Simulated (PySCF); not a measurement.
# Radial density of Mg⁺ (magnesium, charge +1)

wB97M-V, [Ne] 3p1, 2P determinant (an excited configuration). Computed with PySCF 2.14 in dyall-av3z, with no relativity, point nucleus.

```csv
r (bohr),4πr²ρ (e/bohr),4πr²(ρα − ρβ)
0.00265,0.09041,0.0000
0.00446,0.2450,0.0000
0.00750,0.6445,0.0000
0.0126,1.614,0.0000
0.0212,3.719,0.0000
0.0357,7.460,0.0000
0.0601,11.88,0.0007
0.101,13.09,0.0045
0.170,9.081,0.0177
0.286,7.854,0.0433
0.481,11.05,0.0471
0.809,7.178,0.0021
1.36,1.417,0.0556
2.29,0.3458,0.2980
3.85,0.2360,0.2358
6.47,0.03262,0.0326
10.9,0.0002464,0.0002
```
